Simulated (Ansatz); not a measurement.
`C[CH2][InH][NH2]` + H–F → `C[CH2][InH][F]` + NH₃ at 600 K and 1 bar (ligand exchange at the In–N bond).

Gas-phase electronic energies from Ansatz, PBE0-D4/def2-TZVP geometries. CCSD(T)/CBS adds triple-zeta CCSD(T) − MP2 to the extrapolated MP2 energy (def2 sets, frozen cores). This one scheme is used for every species. Elements past krypton have def2 core potentials. For In outer-core shells are correlated without core-valence functions, which leaves a few kJ/mol of doubt a bond. Each species was taken in one conformer, which may not be the lowest.

```csv
species,CCSD(T)/CBS energy (Eh),H − E (kJ/mol),S (J/(mol·K))
`C[CH2][InH][NH2]`,-325.43163,316.5,465.8
H–F,-100.39570,42.3,194.0
`C[CH2][InH][F]`,-369.34165,247.0,441.2
NH₃,-56.50880,112.4,219.5
```

H − E and S are ideal-gas, rigid-rotor, harmonic terms from PBE0-D4/def2-TZVP, for one conformer and one mirror image of each species. 1 Eh = 2625.50 kJ/mol, R = 8.31446 J/(mol·K).

Q: By hand: ΔE, ΔH, ΔS and ΔG.

A: ΔE = (-369.34165) + (-56.50880) − (-325.43163) − (-100.39570) = -0.02312 Eh = -60.7 kJ/mol. Δ(H − E) = 247.0 + 112.4 − 316.5 − 42.3 = 0.6, so ΔH = -60.1 kJ/mol. ΔS = 441.2 + 219.5 − 465.8 − 194.0 = 0.9 J/(mol·K). ΔG = -60.1 − 600 × (0.9)/1000 = -60.6 kJ/mol.

Q: By hand: the equilibrium constant, and the temperature at which ΔG would vanish if ΔH and ΔS stayed fixed.

A: log₁₀ K = −ΔG/(RT ln 10) = 5.3. ΔH and −TΔS have one sign here, so there is no such temperature.

The number of gas molecules stays the same, so ΔS is small and ΔH decides. A doubt of 5 kJ/mol in ΔE shifts log₁₀ K by 0.4 here. Other conformers and mirror images would add mixing entropy, several J/(mol·K) or more a flexible species. Modes under 60 cm⁻¹, often nearly free rotors, make the harmonic entropy too high. These are equilibria of isolated gas molecules and say nothing of rates. Largest T1 diagnostic: 0.014 (customary marks: 0.02 for closed shells, 0.045 for open ones).

ΔS is within the doubt of such terms, so its sign, and with it that verdict, could turn.
